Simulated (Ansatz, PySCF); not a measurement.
CH4N2S, charge -1, doublet, geometry from GFN2-xTB (a state made from the parent by changing its charge; the spin is typed, not shown lowest) (a gas-phase anion, which may not be bound at this level). Base run: PySCF with CASSCF(5,5)/STO-3G.

PySCF was given this input:
```python
from pyscf import gto, scf, mcscf
import numpy

mol = gto.Mole()
mol.atom = '''
    N     0.83005679   -1.28928905   -0.48634124
    C    -0.00101254   -0.34160305    0.23613082
    N    -1.33446412   -0.85908945    0.39117506
    S     0.27876071    1.33197789   -0.02479900
    H     0.98597325   -2.11183721    0.09793731
    H     1.72488337   -0.83734001   -0.65023806
    H    -1.71454483   -1.18532165   -0.50604190
    H    -1.91955651   -0.08887965    0.70450496
'''
mol.basis = 'sto-3g'
mol.charge = -1
mol.spin = 1
mol.verbose = 4
mol.build()

mf = scf.ROHF(mol)
mf.kernel()
mc = mcscf.CASSCF(mf, 5, 5)
mc.fix_spin_(ss=0.75)
mc.kernel()
occ = numpy.linalg.eigvalsh(mc.fcisolver.make_rdm1(mc.ci, mc.ncas, mc.nelecas))[::-1]
ss = mc.fcisolver.spin_square(mc.ci, mc.ncas, mc.nelecas)[0]
print('natural occupations', occ.round(4), ' <S^2>', round(ss, 4))
```

Programs used: Ansatz (an electronic-structure program), PySCF; a row that names a program was run with it.

Each row names what was changed in the base input (with any setting that the change needs).

```json
[
 {"change": "base", "ΔE vs base (mEh)": "0.000", "natural occupations": "1.98 1.97 1.01 0.03 0.00", "<S^2> of the state": "0.75"},
 {"change": "active space = 7 electrons, 9 orbitals", "ΔE vs base (mEh)": "-21.461", "natural occupations": "1.98 1.98 1.97 1.01 0.03 0.02 0.00 0.00 0.00", "<S^2> of the state": "0.75"},
 {"change": "active space = 3 electrons, 4 orbitals", "ΔE vs base (mEh)": "15.603", "natural occupations": "1.98 1.00 0.02 0.00", "<S^2> of the state": "0.75"},
 {"change": "correction = SC-NEVPT2", "ΔE vs base (mEh)": "-119.5", "natural occupations": "1.98 1.97 1.01 0.03 0.00", "<S^2> of the state": "0.75"},
 {"change": "fix_spin_ = off", "ΔE vs base (mEh)": "0.000", "natural occupations": "1.98 1.97 1.01 0.03 0.00", "<S^2> of the state": "0.75"},
 {"change": "active space = 7 electrons, 8 orbitals", "ΔE vs base (mEh)": "-20.877", "natural occupations": "1.98 1.98 1.97 1.01 0.03 0.02 0.00 0.00", "<S^2> of the state": "0.75"},
 {"change": "orbitals = fixed (CASCI)", "ΔE vs base (mEh)": "29.677", "natural occupations": "2.00 2.00 1.00 0.00 0.00", "<S^2> of the state": "0.75"},
 {"change": "code = ansatz", "ΔE vs base (mEh)": "-1.614", "natural occupations": "-", "<S^2> of the state": "-"},
 {"change": "active space = 7 electrons, 6 orbitals", "ΔE vs base (mEh)": "-16.414", "natural occupations": "1.98 1.98 1.97 1.01 0.03 0.02", "<S^2> of the state": "0.75"},
 {"change": "conv_tol = 1e-5", "ΔE vs base (mEh)": "0.002", "natural occupations": "1.98 1.97 1.01 0.03 0.00", "<S^2> of the state": "0.75"},
 {"change": "active space = 3 electrons, 5 orbitals", "ΔE vs base (mEh)": "12.817", "natural occupations": "1.98 1.00 0.02 0.00 0.00", "<S^2> of the state": "0.75"}
]
```

Active orbitals are taken around the Fermi level unless the row says otherwise; CASSCF can end in different local minima, and two programs can end on different orbitals. State-averaged rows give the lowest state.

Open shells are given as the SCF converged; they aren't shown to be the lowest states, and a large step between rows can be another state.

A gas-phase anion may not be bound at this level; its values then depend on the basis.
